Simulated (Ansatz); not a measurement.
`C1=N[SiH2]CS1` → `C[SiH](S)C#N`  (isomerisation)

Gas-phase electronic energies from Ansatz, PBE0-D4/def2-TZVP geometries. CCSD(T)/CBS adds triple-zeta CCSD(T) − MP2 to the extrapolated MP2 energy (def2 sets, frozen cores). DFT in def2-TZVPP. B3LYP here is the variant with VWN-RPA as its local correlation; programs differ in this. Each species was taken in one conformer, which may not be the lowest.

Task: Is it downhill or uphill in electronic energy at CCSD(T)/CBS, and by how much? (An estimate is asked.)

Result: Ansatz gave: Downhill: ΔE = -18.8 kcal/mol.

Task: What do these levels give: PBE-D4, PBE0-D4, B3LYP-D4, ωB97M-V, B2PLYP, r2SCAN, HF/def2-TZVPP, SCS-MP2/def2-TZVPP, CCSD(T)/def2-TZVPP, MP2/def2-QZVPP, SCS-MP2/def2-QZVPP, HF/CBS(def2)? (Best estimate.)

Result: The calculation gave: PBE-D4 -11.2, PBE0-D4 -12.0, B3LYP-D4 -16.7, ωB97M-V -18.1, B2PLYP -19.6, r2SCAN -13.9, HF/def2-TZVPP -25.9, SCS-MP2/def2-TZVPP -22.8, CCSD(T)/def2-TZVPP -20.3, MP2/def2-QZVPP -19.7, SCS-MP2/def2-QZVPP -21.9, HF/CBS(def2) -25.4 kcal/mol.

Largest T1 diagnostic among the species: 0.015.

The D4 term adds +1.7 kcal/mol with B3LYP and +0.7 kcal/mol with PBE0; it sums over pairs of atoms, weighted by their polarisabilities, and B3LYP, whose exchange is more repulsive, gets the larger term. In def2-TZVPP, CCSD(T) changes the Hartree–Fock value by +5.5 kcal/mol (the triples alone add +1.6 kcal/mol) and MP2 by +5.1 kcal/mol.
